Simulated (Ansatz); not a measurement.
CH$_{5}$NSSi, SMILES `N=C([SiH3])S`, relaxed with RKS PBE0-D4/def2-TZVP in Ansatz from a PBE-D4/def2-SVP geometry. The force threshold is 0.005 eV/Å; the program also tests the step.

Total charge 0; spin multiplicity 1.

Start:

```xyz
9

N     0.545   -1.676    0.492
C     0.551   -0.452    0.112
Si   -1.177    0.357   -0.056
S     2.041    0.498   -0.242
H     1.495   -2.085    0.579
H    -1.847    0.354    1.287
H    -1.992   -0.429   -1.041
H    -1.037    1.776   -0.540
H     1.420    1.658   -0.592
```

Q: By how much does the energy fall, and how many steps does the optimiser take? (Best estimate.)

A: Ansatz gave: 5.03 kJ/mol, in 21 steps.

Q: Which bonds change most? (Estimate.)

A: Ansatz gave: C2–S4 from 1.803 to 1.778 Å; C2–Si3 from 1.915 to 1.894 Å; Si3–H7 from 1.500 to 1.479 Å; Si3–H8 from 1.506 to 1.487 Å.

Q: Give the relaxed structure. (Estimate.)

A: Computed: 
```xyz
9

N     0.581   -1.749    0.100
C     0.525   -0.484    0.058
Si   -1.170    0.342   -0.118
S     1.957    0.558    0.213
H     1.528   -2.114    0.218
H    -1.511    0.986    1.177
H    -2.178   -0.675   -0.489
H    -1.073    1.404   -1.154
H     1.342    1.732   -0.006
```
